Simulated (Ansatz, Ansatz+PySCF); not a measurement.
```csv
atom,x (Å),y (Å),z (Å)
Ti,0.0000,0.0000,-0.3577
O,0.0000,1.2196,0.4918
O,0.0000,-1.2196,0.4918
```

Basis set: def2-SVP (spherical functions). Left uncorrelated: 7 orbitals. Charge 0, multiplicity 1.

Computed with Ansatz (development build ahead of 0.2.0); each method stands on the lowest determinant of its kind that the runs found. Restricted open shells among the atoms or ions are ROHF, correlated in semicanonical orbitals with singles.

(1) Give the atomization energy at this shape (free ground-state atoms in the same class of orbitals less the molecule, no zero-point energy) of singlet TiO2 by RHF-CCSD(T), RHF-CCSD, RHF-MP2, RHF, UHF.

Results:

(1)

```json
{"method": "RHF-CCSD(T)", "atomization energy": "996.8 kJ/mol"}
{"method": "RHF-CCSD", "atomization energy": "912.0 kJ/mol"}
{"method": "RHF-MP2", "atomization energy": "1158.1 kJ/mol"}
{"method": "RHF", "atomization energy": "291.4 kJ/mol"}
{"method": "UHF", "atomization energy": "256.8 kJ/mol"}
```

Caution: other spin multiplicities were not run; the shape is not the minimum.
